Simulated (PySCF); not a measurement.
Compound: CH4F3PSi.
Structure used (PBE0-D3(BJ)/def2-SVP), in Å, numbered top down from 1:
```
atom  x, y, z in Å
F1    -1.368   -1.210    1.011
C2    -1.439   -0.317    0.009
F3    -2.509    0.455    0.242
F4    -1.679   -1.004   -1.115
Si5    0.190    0.723   -0.119
P6     1.854   -0.746   -0.529
H7     0.309    1.487    1.156
H8     0.025    1.655   -1.269
H9     1.799   -1.273    0.798
H10    2.868    0.209   -0.204
```

Theory: PySCF 2.14.0, PBE0-D3(BJ)/def2-SVP geometry optimisation, gas phase.

Masses are those of the commonest isotopes; rigid-rotor values at the optimised geometry. The values belong to one conformer with, in the numbering `[F:1][C:2]([F:3])([F:4])[SiH2:5][PH2:6]`, C2–Si5–P6–H -71° and -165°.

Problem. What are A, B and C (cm⁻¹)?

Solution. Ia = 128.71, Ib = 384.61, Ic = 415.04 u·Å²; 505379 MHz·u·Å²/I gives 3926, 1314 and 1218 MHz, that is A = 0.13097, B = 0.04383, C = 0.04062 cm⁻¹.

Problem. Classify the top.

Solution. A near-prolate asymmetric top: κ = (2 × 1314 − 3926 − 1218)/(3926 − 1218) = -0.93.

Problem. Is it planar, by Δ = Ic − Ia − Ib?

Solution. Not planar: Δ = Ic − Ia − Ib = -98.28 u·Å². For a rigid frame Δ = −2 Σ m c², so Σ m c² = 49.14 u·Å² lies off the ab plane: 4.80 from hydrogen and 44.34 from heavier atoms. The atom farthest from that plane is 1.29 Å away.

Problem. Give the other two planar moments, Paa and Pbb, and the rms extents of the mass along the axes.

Solution. Paa = Σ m a² = (Ib + Ic − Ia)/2 = 335.47 and Pbb = Σ m b² = (Ia + Ic − Ib)/2 = 79.57 u·Å². With the mass M = 131.98 u, the rms extents √(P/M) along a, b and c are 1.59, 0.78, 0.61 Å.

Problem. Where do the levels up to J = 3 lie, in MHz?

Solution. Above 0(0,0):
J = 1: 1(0,1) 2532, 1(1,1) 5144, 1(1,0) 5240
J = 2: 2(0,2) 7592, 2(1,2) 10111, 2(1,1) 10400, 2(2,1) 18237, 2(2,0) 18240
J = 3: 3(0,3) 15177, 3(1,3) 17560, 3(1,2) 18138, 3(2,2) 25832, 3(2,1) 25845, 3(3,1) 39137, 3(3,0) 39137
The levels of one J sum to (2J + 1)J(J + 1)(A + B + C)/3.

Problem. Predict some low-J microwave lines.

Solution. The dipole components are |μa| = 1.77 D, |μb| = 1.40 D, |μc| = 0.68 D. Intensities carry the squares of the components, which stand as 1.00 : 0.63 : 0.15 (a : b : c). Some lines, for components of 0.1 D or more:

| type | branch | J(Ka,Kc) | MHz | lower level (cm⁻¹) |
| --- | --- | --- | --- | --- |
| a | Q | 5(1,4) ← 5(1,5) | 1444 | 1.331 |
| c | Q | 3(1,3) ← 3(0,3) | 2383 | 0.506 |
| c | Q | 2(1,2) ← 2(0,2) | 2519 | 0.253 |
| b | Q | 2(1,1) ← 2(0,2) | 2808 | 0.253 |
| b | Q | 5(1,4) ← 5(0,5) | 3455 | 1.264 |
| a | R | 2(1,2) ← 1(1,1) | 4967 | 0.172 |
| b | R | 2(1,2) ← 1(0,1) | 7579 | 0.084 |
| c | Q | 2(2,1) ← 2(1,1) | 7837 | 0.347 |
| b | Q | 2(2,0) ← 2(1,1) | 7840 | 0.347 |
| c | R | 2(1,1) ← 1(0,1) | 7868 | 0.084 |
| b | Q | 2(2,1) ← 2(1,2) | 8126 | 0.337 |
| b | R | 3(1,3) ← 2(0,2) | 9968 | 0.253 |
| c | R | 4(1,3) ← 3(0,3) | 13275 | 0.506 |
| c | Q | 3(3,1) ← 3(2,1) | 13292 | 0.862 |
| b | R | 3(2,1) ← 2(1,2) | 15734 | 0.337 |
| c | R | 4(2,3) ← 3(1,3) | 18397 | 0.586 |
| b | R | 5(2,4) ← 4(1,3) | 20158 | 0.949 |
| c | R | 5(2,3) ← 4(1,3) | 20248 | 0.949 |
| c | R | 3(3,0) ← 2(2,0) | 20897 | 0.608 |
| c | R | 5(2,4) ← 4(1,4) | 21121 | 0.917 |
| c | R | 4(3,1) ← 3(2,1) | 23424 | 0.862 |
| c | R | 4(3,2) ← 3(2,2) | 23436 | 0.862 |

No frequency check. Zero-point vibration and centrifugal distortion are left out.

Time: 49 s wall; peak memory 0.45 GiB. Hardware: an Arm Neoverse V1 with one thread, no GPU, shared host with 64 logical CPUs at a one-minute load of 32. These figures are those of the optimisation.
